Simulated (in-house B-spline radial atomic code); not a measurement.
Configurations of Ce⁺, with energies counted from [Xe] 4f1 5d2. Method: scalar-relativistic (X2C) r2SCAN0, spin-polarised, spherical fractional occupations, exact exchange averaged over the configuration, Fermi nucleus of rms radius 4.8771 fm. Calculated with a radial B-spline atomic code at the basis-set limit. Shells without spins written out take the highest spin.

Occupations are held fixed; configurations that lie above the ionisation limit could autoionise.

```csv
configuration,E - E(ref) (eV),highest orbital,its <r> (bohr)
[Xe] 5d2 6s1,4.2091,6s up,3.792
[Kr] 4d10 4f1 5s2 5p5 5d2 6s1,19.784,6s up,3.815
[Kr] 4d10 4f1 5s2 5p5 5d2 6p1,23.243,6p up,4.777
[Kr] 4d9 4f2 5s2 5p6 5d2,105.56,5d up,2.743
```

Task: Order these further configurations by energy, lowest first.
A. [Kr] 4d10 4f1 5s2 5p5 5d3
B. [Kr] 4d9 4f1 5s2 5p6 5d2 6s1
C. [Kr] 4d10 4f2 5s2 5p5 5d2
D. [Xe] 4f1 5d1 6s1

Result: D (-0.024982 eV), C (18.419 eV), A (18.976 eV), B (112.13 eV).

Task: Is the reference the lowest configuration at this level of theory?

Result: No: [Xe] 4f1 5d1 6s1 lies 0.02498 eV lower with this functional.
